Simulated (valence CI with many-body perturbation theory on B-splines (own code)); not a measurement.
Results of a calculation; reference values are marked as such.
**Level structure of Tl⁷⁶⁺**

Level of theory: relativistic CI+MBPT: three valence electrons over a frozen Dirac-Fock core [He], a basis of 9 s, 9 p, 8 d, 6 f, 3 g, 1 h functions for each j, with the one-electron correlation potential Σ1, the two-electron term Σ2, the three-electron term Σ3, Breit, model QED; selected CI, second order for the rest, scaled by the run's own slope (own B-spline code, finite nucleus).

The last digits are not significant, and no measured levels were compared; by estimate large intervals hold to a few tenths of a per cent, small ones and those within an open d or f shell to about a per cent.

Levels 1 to 43 of 43, with energies above the lowest level, (2s^2 2p1/2) J=1/2. "Leading %" is the weight of the configuration and term that name the level; weights of strongly mixed levels are sums over their largest components and can fall short. In the jj column 3d3/2^4 stands for four electrons in 3d with j = 3/2.

```csv
No.,Configuration,Term,J,E (× 10³ cm⁻¹),Leading %,Leading jj,g,Second component
1,2s2 2p,2P°,1/2,0.00,100,2s^2 2p1/2 (100 %),0.603,
2,2s 2p2,4P,1/2,2573.0,48,2s 2p1/2^2 (100 %),1.995,32 % 2s 2p2 2S
3,2s2 2p,2P°,3/2,17920,99,2s^2 2p3/2 (99 %),1.289,
4,2s 2p2,4P,3/2,19744,89,2s 2p1/2 2p3/2 (100 %),1.606,7 % 2s 2p2 2D
5,2s 2p2,2D,5/2,20086,64,2s 2p1/2 2p3/2 (100 %),1.292,36 % 2s 2p2 4P
6,2s 2p2,2P,1/2,20763,68,2s 2p1/2 2p3/2 (100 %),1.274,32 % 2s 2p2 4P
7,2s 2p2,2D,3/2,20775,60,2s 2p1/2 2p3/2 (100 %),0.968,38 % 2s 2p2 2P
8,2p3,2P°,3/2,23426,49,2p1/2^2 2p3/2 (99 %),1.299,27 % 2p3 2D°
9,2s 2p2,4P,5/2,37806,64,2s 2p3/2^2 (100 %),1.410,36 % 2s 2p2 2D
10,2s 2p2,2S,1/2,38807,68,2s 2p3/2^2 (100 %),1.915,20 % 2s 2p2 4P
11,2s 2p2,2P,3/2,38811,58,2s 2p3/2^2 (100 %),1.160,32 % 2s 2p2 2D
12,2p3,4S°,3/2,40887,56,2p1/2 2p3/2^2 (100 %),1.426,44 % 2p3 2D°
13,2p3,2D°,5/2,41068,100,2p1/2 2p3/2^2 (100 %),1.152,
14,2p3,2P°,1/2,41605,100,2p1/2 2p3/2^2 (100 %),0.603,
15,2p3,2P°,3/2,59197,51,2p3/2^3 (100 %),1.281,28 % 2p3 2D°
16,2s2 3s,2S,1/2,106250,98,2s^2 3s (98 %),1.976,
17,2s2 3p,2P°,1/2,107090,97,2s^2 3p1/2 (97 %),0.651,
18,2s 2p 3s,4P°,1/2,107970,85,2s 2p1/2 3s (99 %),2.345,14 % 2s 2p 3s 2P°
19,2s 2p 3s,4P°,3/2,108220,58,2s 2p1/2 3s (100 %),1.516,42 % 2s 2p 3s 2P°
20,2s 2p 3s,2P°,1/2,108520,95,2s 2p1/2 3s (99 %),0.675,
21,2s 2p 3p,4D,1/2,108680,72,2s 2p1/2 3p1/2 (100 %),0.253,22 % 2s 2p 3p 2P
22,2s 2p 3p,4D,3/2,108930,39,2s 2p1/2 3p1/2 (100 %),1.071,35 % 2s 2p 3p 2D
23,2s 2p 3p,4P,1/2,109370,44,2s 2p1/2 3p1/2 (99 %),1.890,31 % 2s 2p 3p 2S
24,2p2 3s,4P,1/2,111030,45,2p1/2^2 3s (98 %),1.977,31 % 2p2 3s 2S
25,2p2 3p,2P°,1/2,111690,47,2p1/2^2 3p1/2 (98 %),0.639,37 % 2p2 3p 4D°
26,2s2 3p,2P°,3/2,112380,98,2s^2 3p3/2 (98 %),1.315,
27,2s2 3d,2D,3/2,112900,98,2s^2 3d3/2 (98 %),0.781,
28,2s 2p 3p,4P,3/2,114090,31,2s 2p1/2 3p3/2 (100 %),1.381,27 % 2s 2p 3p 4D
29,2s2 3d,2D,5/2,114230,70,2s^2 3d5/2 (70 %),1.217,12 % 2s 2p 3p 4D
30,2s 2p 3p,2D,3/2,114410,42,2s 2p1/2 3p3/2 (100 %),1.237,25 % 2s 2p 3p 2P
31,2s 2p 3p,4D,5/2,114420,30,2s 2p1/2 3p3/2 (71 %),1.269,28 % 2s2 3d 2D
32,2s 2p 3p,2P,1/2,114440,45,2s 2p1/2 3p3/2 (99 %),1.334,20 % 2s 2p 3p 2S
33,2s 2p 3d,4F°,3/2,114510,68,2s 2p1/2 3d3/2 (100 %),0.574,14 % 2s 2p 3d 2D°
34,2s 2p 3d,4F°,5/2,114780,39,2s 2p1/2 3d3/2 (99 %),0.990,35 % 2s 2p 3d 2F°
35,2s 2p 3d,2P°,3/2,114940,30,2s 2p1/2 3d3/2 (99 %),1.135,24 % 2s 2p 3d 2D°
36,2s 2p 3d,4D°,1/2,114970,52,2s 2p1/2 3d3/2 (100 %),0.441,42 % 2s 2p 3d 2P°
37,2s 2p 3d,4P°,5/2,115970,32,2s 2p1/2 3d5/2 (100 %),1.293,30 % 2s 2p 3d 4D°
38,2s 2p 3d,2F°,7/2,116230,41,2s 2p1/2 3d5/2 (100 %),1.212,35 % 2s 2p 3d 4F°
39,2s 2p 3d,2F°,5/2,116330,45,2s 2p1/2 3d5/2 (100 %),1.075,26 % 2s 2p 3d 2D°
40,2s 2p 3d,2P°,3/2,116340,38,2s 2p1/2 3d5/2 (96 %),1.128,30 % 2s 2p 3d 2D°
41,2p2 3p,2P°,3/2,117120,34,2p1/2^2 3p3/2 (95 %),1.312,19 % 2p2 3p 4D°
42,2p2 3d,2D,3/2,117500,43,2p1/2^2 3d3/2 (98 %),0.779,32 % 2p2 3d 4F
43,2p2 3d,2D,5/2,118980,37,2p1/2^2 3d5/2 (98 %),1.183,18 % 2p2 3d 4D
```

The ionisation energy to 2s2 1S_0 of the next ion comes out as 23248 eV (NIST: 23250 ± 110 eV (theoretical)). All 43 levels together are meant to be complete up to 119000 × 10³ cm⁻¹.
